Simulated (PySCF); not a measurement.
# Gas-phase XPS of AsP3SSO nortricyclane, computed

Species: AsP3SSO nortricyclane, AsOP3S2.
Bonds: As1–S2, As1–S5, As1–O7, S2–P3, P3–P4, P3–P6, P4–S5, P4–P6, P6–O7.

Computed, not measured: delta-SCF UKS SCAN, pcX-2 on the ionised atom, pcseg-1 elsewhere, spin-free X2C (PySCF). Binding energies are ΔSCF values: E(core-ionised, relaxed orbitals) − E(ground state) at a fixed geometry, referred to the vacuum level.

Question: Give the core binding energies atom by atom.

Answer: 
```
atom(s)  bonded to    level  binding energy (eV)  2p1/2 (eV)  above the level's lowest (eV)  count
  S2/S5   P and As     S 1s              2477.13           –                           0.00      2
     P6  O and 2 P     P 1s              2151.08           –                          +0.66      1
  P3/P4  S and 2 P     P 1s              2150.42           –                           0.00      2
     O7   P and As     O 1s               538.53           –                           0.00      1
     P6  O and 2 P  P 2p3/2               137.39      138.29                          +0.56      1
  P3/P4  S and 2 P  P 2p3/2               136.83      137.72                           0.00      2
```

The listed P 1s values span 0.66 eV, from P3/P4 (bonded to S and 2 P) to P6 (bonded to O and 2 P).

Lowest listed P 2p3/2: P3/P4, bonded to S and 2 P. Highest, 0.56 eV above it: P6, bonded to O and 2 P.

Question: Express the binding energy of P 1s of P3/P4 in atomic units and per mole.

Answer: 2150.42 eV = 79.0265 Eh = 207484 kJ/mol.

Atoms equivalent by their bonding share one computed value, that of the first of them. Not every level is listed. Spin–orbit and ligand-field terms were added within each 2p shell after the spin-free SCF. 2p1/2 minus 2p3/2 (ligand field included): P 0.89 eV. No level of arsenic is listed. Geometry: PBE0-D3(BJ)/def2-SVP, one conformer, isolated molecule.

Time: 47 s of wall time; peak memory 0.57 GiB. Hardware: an Arm Neoverse V1 with one thread, no GPU, on a shared host.
